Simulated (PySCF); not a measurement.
## Checking a proposed structure

A compound C₆H₁₂NP gives the data below (simulated from a calculation) and was assigned the structure `N=[P@]12CC[C@H](CC1)C2`.

¹³C{¹H} NMR (computed): δ 145.5 (CH2), 132.5 (CH), 57.8 (CH), 42.2 (CH2), 20.5 (CH2), 17.9 (CH3).

¹H NMR (500 MHz, computed): δ 7.39 (m, 1H), 6.71 (m, 1H), 6.15 (m, 1H), 2.75 (m, 1H), 2.39 (m, 1H), 2.37 (m, 1H), 2.00 (m, 1H), 1.35 (br s, 1H), 1.18 (m, 3H), 0.99 (m, 1H).

Theory: geometry: GFN2-xTB, NMR shieldings at PBE0/pcSseg-1/GIAO, in PySCF 2.14 (single conformer, no relativistic terms, in vacuum, rapidly exchanging positions averaged).

References, each an isolated molecule treated in the same way: ¹H (σ = 31.72 ppm), ¹³C (σ = 186.93 ppm) against TMS.

(1) Compare with the shifts computed for the proposed structure, pairing carbons in order of shift.

(2) Which isomer fits?

Answers

(1) Numbering as in the mapped SMILES `[NH:1]=[P@:2]12[CH2:3][CH2:4][C@H:5]([CH2:6][CH2:7]1)[CH2:8]2`. Hydrogens are named by the atom that carries them.

```
atom  computed for proposal  given list  difference
  C8                   35.3       145.5      -110.2
  C5                   32.8       132.5       -99.7
  C4                   31.0        57.8       -26.8
  C6                   31.0        42.2       -11.2
  C3                   25.0        20.5        +4.5
  C7                   25.0        17.9        +7.1
```

The rms difference is 61.9 ppm and the largest -110.2 ppm at C8 (sp3 CH2 bonded to P). The proposal also would give 4 carbon signals, not 6. The carbon types in order of shift don't match either: CH2, CH, CH2, CH2, CH2, CH2 for the proposal against CH2, CH, CH, CH2, CH2, CH3 in the data. The proposal doesn't fit.

(2) SMILES N=[P@]1(C=C)CC[C@H]1C.

1. δC 145.5: terminal =CH2 carbon; an sp2 carbon of a C=C bond.
2. δC 132.5: alkene CH; the olefinic region.
3. δC 20.5: sp3 CH2 in a ring; aliphatic region, no heteroatom directly attached.
4. δC 17.9: methyl carbon; saturated and bonded to C and H only.

This is the structure that produced the data.

The OH or NH signal is concentration- and solvent-dependent in practice; the value given is the gas-phase one. Splittings by ³¹P in the carbon and heteronuclear signals aren't shown, as no couplings were computed. Shifts are as computed. Against solution values, carbons near 30 ppm lie about +3 ppm off and those near 130 ppm about +5 ppm. Of 1211 compounds with measured shifts, 218 miss one by over three times the rms of a fit or turn the order of signals round; such compounds aren't used in these exercises. No couplings were computed; multiplicities are counted from neighbouring protons, with m where these are inequivalent, close in shift, in a saturated or five-membered ring or joined by F or P, and br s for small geminal =CH2 splittings.
